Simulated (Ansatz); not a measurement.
AlBrCl₂⁺, that is AlCl2Br with one electron fewer. The state is a doublet with charge 1. Geometry B3LYP-D4/def2-SVP, that of the neutral singlet; atoms count from 1.

Cartesian coordinates in Å:
```
Al -0.004 -0.014 -0.030
Cl 1.286 0.482 -1.594
Cl -1.549 -1.376 -0.366
Br 0.267 0.907 1.990
```

(1) Estimate the Mulliken populations from the PBE0/def2-TZVP orbitals of Ansatz.

(2) Where does the spin sit?

(3) And the Mayer bond orders between heavy atoms (over 0.3)?

## Answers

(1) 
```
atom  charge (e)  spin (α − β)
 Al1        0.61         -0.07
 Cl2        0.06          0.25
 Cl3        0.06          0.25
 Br4        0.27          0.56
```
Mulliken values depend strongly on the basis.

(2) Summed by element: Al -0.07, Cl 0.51, Br 0.56, of 1 unpaired in all. Largest on single atoms: Br4 0.56, Cl2 0.25, Cl3 0.25.

(3) Al1–Cl2 1.28 (2.09 Å); Al1–Cl3 1.28 (2.09 Å); Al1–Br4 1.11 (2.24 Å).
